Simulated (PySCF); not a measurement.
## `O[C@@H]1CC[C@H]2CC[C@@H]12`, C$_{7}$H$_{12}$O

Geometry (Å), atoms numbered from 1 in this order:
```xyz
20

O    -1.9565    1.5762    0.3355
C    -0.9468    0.9662   -0.4412
C    -1.3486   -0.4937   -0.6730
C    -0.8651   -1.2181    0.5844
C     0.4510   -0.5325    0.9362
C     1.6483   -0.8823    0.0334
C     1.6002    0.5242   -0.5833
C     0.3912    0.8739    0.2997
H    -1.6562    2.4476    0.6137
H    -0.8352    1.5131   -1.3920
H    -2.4239   -0.5749   -0.8147
H    -0.8424   -0.8745   -1.5592
H    -1.5842   -1.0609    1.3886
H    -0.7453   -2.2895    0.4263
H     0.6680   -0.5732    2.0027
H     1.4559   -1.6920   -0.6674
H     2.5670   -1.1005    0.5743
H     2.4832    1.1279   -0.3832
H     1.3941    0.5506   -1.6521
H     0.5403    1.7231    0.9680
```

Level of theory: PySCF 2.14.0, TDDFT wB97X-D/def2-SVPD circular dichroism and optical rotation, one conformer, gas phase. Geometry: GFN2-xTB.

The molecule is flexible and this is one conformer; a measurement averages over conformers.

Stereocentres: C2 R, C5 R, C8 R.

(1) What is the specific rotation at 633, 589.3, 546, 436, 405, 365, 355 nm?

(2) And for the mirror image at 589.3 nm?

(3) What is the molar rotation [Φ] = [α]·M/100 of the geometry above at 589.3 nm?

Answers

(1) [α] in deg dm⁻¹ (g/mL)⁻¹:
```tsv
λ (nm)	origin-invariant length gauge	modified velocity gauge	length gauge (centre of mass)	isotropic polarisability (au)
633	+29.7	+26.1	+29.5	81.0
589.3	+34.7	+30.6	+34.5	81.2
546	+41.1	+36.2	+40.8	81.5
436	+68.9	+61.2	+68.5	82.6
405	+82.5	+73.4	+82.0	83.1
365	+107.5	+96.1	+106.8	84.0
355	+115.7	+103.7	+115.0	84.3
```

(2) -34.7 deg dm⁻¹ (g/mL)⁻¹ (origin-invariant length gauge): the same size and the opposite sign.

(3) With M = 112.17 g/mol, +38.9 deg cm² dmol⁻¹ (origin-invariant length gauge).

The first excitation lies at 7.18 eV (173 nm) with R = +11.5 × 10⁻⁴⁰ esu² cm² (velocity form).
